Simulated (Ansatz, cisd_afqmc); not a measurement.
System: O, charge 0, triplet.

Total energies in def2-QZVPP, 6 correlated electrons, 1 frozen orbitals. Radicals and triplets start from unrestricted determinants; spin-orbit coupling is neglected. Correlated methods leave the cores frozen. No relativity. AFQMC/CISD: phaseless, guided by CISD from CCSD amplitudes; bars are statistical, one sigma. Outlying blocks are dropped, and bars are widened where a walk drifts. Over all cases where full CI ran beside it in this data, AFQMC minus full CI had a median of +0.1 mEh and passed +0.4 mEh in a tenth of the cases.

```json
[
 {"method": "HF", "program": "Ansatz", "energy (Eh)": "-74.81863", "minus CCSDTQ (mEh)": "175.84"},
 {"method": "MP2", "program": "Ansatz", "energy (Eh)": "-74.97532", "minus CCSDTQ (mEh)": "19.15"},
 {"method": "CCSD", "program": "Ansatz", "energy (Eh)": "-74.99037", "minus CCSDTQ (mEh)": "4.10"},
 {"method": "CCSD(T)", "program": "Ansatz", "energy (Eh)": "-74.99407", "minus CCSDTQ (mEh)": "0.40"},
 {"method": "CCSDT(Q)", "program": "Ansatz", "energy (Eh)": "-74.99447", "minus CCSDTQ (mEh)": "0.00"},
 {"method": "CCSDTQ", "program": "Ansatz", "energy (Eh)": "-74.99447", "minus CCSDTQ (mEh)": "0.00"},
 {"method": "AFQMC/CISD", "program": "cisd_afqmc", "energy (Eh)": "-74.9941 ± 0.0001", "minus CCSDTQ (mEh)": "0.3 ± 0.1"}
]
```

Ansatz is a program for electronic structure.
